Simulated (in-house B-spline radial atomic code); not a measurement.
Values are calculated unless marked as measured or tabulated.
# Ghost states of the separable form: Rh

Rh, [Kr] 4d8 5s1, non-relativistic PBE, spherical and spin-unpolarised, from an all-electron radial atomic-structure program (B-spline basis) (atomic units; all potentials screened as in the neutral atom).

Troullier-Martins channels: 5s (ε = -0.1446, r_c = 2.856 bohr), 4d (ε = -0.2318, r_c = 1.091 bohr). In the Kleinman-Bylander form one channel serves as the local potential, and each other channel l becomes |δV u><u δV|/<u|δV|u>, with δV = V_l − V_local and u the pseudo-orbital. Its strength is E_KB = <u|δV²|u>/<u|δV|u>. By the analysis of Gonze, Stumpf and Scheffler a spurious state lies below the reference level ε if E_KB > 0 and ε is above the second level of the local potential alone, or if E_KB < 0 and ε is above its first. The table's levels are those of angular momentum l in a sphere of 9 bohr, whose wall can lift a shallow ε a little above its free-atom value.

```csv
local,channel,<u δV u>,<u δV² u>,ε,first local level,second local level
s,d,-3.2532,20.581,-0.2318,0.0999,0.3441
d,s,0.18445,0.69835,-0.1432,-7.3487,-1.1709
```

Task: Apply the rule to each row.

Result: Local s, channel d: E_KB = -6.33, so ε = -0.2318 is set against 0.0999: no ghost. Local d, channel s: E_KB = +3.79, so ε = -0.1432 is set against -1.1709: a ghost.

Diagonalising the separable Hamiltonian gives:

```tsv
local	channel	three lowest levels	all-electron, two lowest valence levels
s	d	-0.2318, 0.1237, 0.4179	-0.2318, 0.1222
d	s	-5.5595, -0.1432, 0.1163	-0.1432, 0.1173
```

Task: Which choices of local channel are safe?

Result: Free of ghosts: s. With d local the s channel has a ghost 5.42 hartree below ε, since the local potential binds more than one state below ε, and a repulsive term of rank one raises each level at most to the next, so it clears only one of them. Among the safe choices the second level, which tests transfer, is off by at most 1.4 millihartree (s local).
